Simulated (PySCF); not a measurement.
## Structure from NMR data

Molecular formula: C8H6FN. Simulated spectra:

$^{1}$H NMR (600 MHz, computed): δ 7.95 (m, 1H), 7.67 (m, 1H), 7.56 (m, 1H), 7.46 (m, 1H), 3.71 (s, 2H).

$^{13}$C{$^{1}$H} NMR (computed): δ 169.4 (C), 137.8 (CH), 135.6 (CH), 130.4 (CH), 125.6 (C), 123.2 (C), 121.8 (CH), 16.2 (CH2).

PySCF calculation with geometry: GFN2-xTB and σ from GIAO-PBE0/pcSseg-1; single conformer, non-relativistic Hamiltonian, gas phase, one averaged value for each set of equivalent atoms.

Referencing at the same level of theory: $^{1}$H and $^{13}$C against TMS.

Q: Deduce the structure.

A: 
- Rings plus π bonds: 6 (1 ring in the answer).
- 8 carbon signals for 8 carbons: no two carbons are equivalent.
- Carbon types of the structure: 3 × C, 4 × CH, 1 × CH2, which accounts for all hydrogens.
- δC 169.4: aromatic carbon bearing fluorine; σ withdrawal by the attached heteroatom moves it downfield of the ring CH carbons.
- δC 137.8, 135.6, 130.4, 121.8: aromatic CH.
- δC 125.6: substituted aromatic carbon.
- δC 123.2: nitrile carbon; typical of a nitrile.
- δC 16.2: sp3 CH2 on an aromatic ring; aliphatic region, no heteroatom directly attached.
- δH 7.95, 7.67, 7.56, 7.46: hydrogen on an aromatic CH; the ring current deshields protons in the ring plane.
- δH 3.71: hydrogen on an sp3 CH2 on an aromatic ring.

These data were computed for SMILES N#CCc1ccccc1F.

The data come from this structure; uniqueness wasn't tested.

Splittings by $^{19}$F in the carbon and heteronuclear signals aren't shown, as no couplings were computed. Shifts are as computed. Against solution values, carbons near 30 ppm lie about +3 ppm off and those near 130 ppm about +5 ppm. Of 1211 compounds with measured shifts, 218 miss one by over three times the rms of a fit or turn the order of signals round; such compounds aren't used in these exercises. No couplings were computed; multiplicities are counted from neighbouring protons, with m where these are inequivalent, close in shift, in a saturated or five-membered ring or joined by F or P, and br s for small geminal =CH2 splittings.
